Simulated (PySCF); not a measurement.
# C4H5ClFSi: g tensor and hyperfine couplings

Species: C4H5ClFSi (doublet state).
Cartesian coordinates in Å at the GFN2-xTB level; atoms count from 1:
```xyz
12
C4H5ClFSi angstrom
F      1.9398    2.3495   -0.2491
C      1.8597    1.0925    0.1000
C      2.5225   -0.0125    0.4015
C      1.0126   -0.0049    0.3837
Si    -0.4579   -0.9446   -0.2112
C     -1.9023    0.2916   -0.0003
Cl    -3.4249   -0.5298   -0.4380
H      3.4239   -0.5573    0.5183
H     -0.6338   -2.0756    0.6982
H     -0.4916   -1.4053   -1.6075
H     -2.0197    0.6330    1.0250
H     -1.8272    1.1628   -0.6466
```

The hyperfine couplings belong to this conformer and change with its torsions.

The species is `FC1=C[C]1[SiH2]CCl` [radical].

Computed, not measured: PySCF, UKS B3LYP, pcH-1 on C Cl F H Si, non-relativistic, mean-field spin-orbit, GIAO. One conformer (not necessarily the lowest) at the GFN2-xTB geometry, without solvent, vibrations or thermal averaging. The geometry wasn't refined by DFT: couplings that depend on bond lengths, twists or pyramidal angles can differ widely from those at the functional's own minimum. Stability of the SCF solution: not tested.

```
g1, g2, g3                      : 2.00207, 2.00244, 2.00330
g_iso                           : 2.00260
Form of g                       : rhombic: the two nearest values differ by 30 % of g3 − g1
⟨S²⟩                            : 0.7602 (exact 0.7500)
HOMO–LUMO gap, α and β orbitals : 3.97, 5.88 eV
Total energy                    : -1004.84009 Eh
Basis functions                 : 245
```

Isotropic coupling and dipolar principal values T1 to T3, in G; ρ(0) is the spin density at the nucleus (MHz turned into gauss with g_iso; 10 G = 1 mT):

```tsv
atom	isotope	a_iso	of which spin–orbit	T1	T2	T3	Mulliken spin population	ρ(0) (bohr⁻³)
F1	19F	-10.1	0.0	-10.4	3.1	7.3	-0.01	-0.0067
C2	13C	-12.9	0.0	-4.0	0.7	3.3	-0.10	-0.0321
C3	13C	9.2	0.0	-12.0	-11.0	23.0	0.35	0.0229
C4	13C	52.3	0.0	-20.5	-19.2	39.7	0.69	0.1305
Si5	29Si	-12.7	0.0	-4.5	1.2	3.3	0.03	0.0402
C6	13C	0.3	0.0	-0.3	-0.1	0.4	0.00	0.0008
Cl7	35Cl	-0.1	0.0	-0.3	0.0	0.3	0.00	-0.0008
H8	1H	-11.9	0.0	-6.2	-0.1	6.3	-0.02	-0.0075
H9	1H	1.9	0.0	-1.3	-0.8	2.1	0.00	0.0012
H10	1H	31.3	0.0	-1.2	-0.4	1.6	0.05	0.0196
H11	1H	0.4	0.0	-0.9	-0.6	1.4	0.00	0.0003
H12	1H	0.5	0.0	-0.7	-0.5	1.2	0.00	0.0003
```

Largest spin populations (Mulliken): C4 (+0.69), C3 (+0.35) and C2 (-0.10). The positive populations add up to 1.12 and the negative ones to -0.12, together 2S = 1. The angles at C4 add up to 340.6°, so it is pyramidal.

Under fast tumbling the dipolar parts average out, and these isotropic splittings remain: 2 × 1H (H9/H10, I = 1/2, 3 lines) with 1.66 mT, 1 × 1H (H8, I = 1/2, 2 lines) with 1.19 mT, 1 × 19F (F1, I = 1/2, 2 lines) with 1.01 mT and 2 × 1H (H11/H12, I = 1/2, 3 lines) with 0.05 mT.

Means are taken over nuclei equivalent by connectivity, which assumes that they swap fast. The 1H value of +46.5 MHz is a mean of couplings from 5.3 to 87.7 MHz in this one geometry, not an average over conformers.

The 13C coupling of C4 (146.6 MHz) shows only in satellite lines or after enrichment, since that isotope makes up about 1.07 % of natural carbon.

The 29Si coupling of Si5 (-35.7 MHz) shows only in satellite lines or after enrichment, since that isotope makes up about 4.7 % of natural silicon.

The spin density at the nucleus, in bohr⁻³, is negative for C2 (-0.0321), H8 (-0.0075) and F1 (-0.0067), for instance. A restricted open-shell determinant has no negative spin density anywhere; here it arises because α and β orbitals differ (spin polarisation).

On one thread, Intel Xeon at 2.50 GHz (x86_64), no GPU, shared host with 64 logical CPUs at a one-minute load of 62, this took 2.2 min wall (with the writing of density and orbital grids) and 0.91 GiB of memory at its peak.
